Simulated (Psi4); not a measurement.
Two rigid molecules brought together: HBr ··· Br2 (SMILES Br and BrBr). Monomers: optimised at B3LYP-D3(BJ) (def2-TZVP), held rigid. Orientation: lowest of the rigid-body minima from ten starts at GFN2-xTB (searched outside a hard wall at short contacts). Only R, the distance of the centres of mass, is varied, so the lowest point isn't the relaxed dimer. The shortest distances reach bonding range, where SAPT0 and rigid monomers are unreliable.

- revPBE/def2-TZVP, counterpoise-corrected (Psi4)
- MP2/aug-cc-pVTZ = DF-MP2/aug-cc-pVTZ, frozen core, counterpoise-corrected in Psi4
- wB97X-D/def2-TZVP, counterpoise-corrected (Psi4)

Interaction energies in kJ/mol:

| R / Å | revPBE/def2-TZVP | MP2/aug-cc-pVTZ |
|---|---|---|
| 3.94 | 17.21 | 12.72 |
| 4.14 | 3.89 | -2.14 |
| 4.33 | -1.13 | -7.76 |
| 4.56 | -2.92 | -9.32 |
| 4.71 | -3.05 | -8.93 |
| 4.99 | -2.67 | -7.22 |
| 5.31 | -2.09 | -5.17 |
| 5.85 | -1.29 | -2.76 |
| 6.55 | -0.60 | -1.24 |
| 7.52 | -0.19 | -0.47 |
| 8.80 | -0.06 | -0.16 |

Estimate the wB97X-D/def2-TZVP values at these points.

3.94: 21.57; 4.14: 4.41; 4.33: -2.90; 4.56: -5.73; 4.71: -5.92; 4.99: -5.12; 5.31: -3.92; 5.85: -2.37; 6.55: -1.13; 7.52: -0.41; 8.80: -0.15 (kJ/mol).
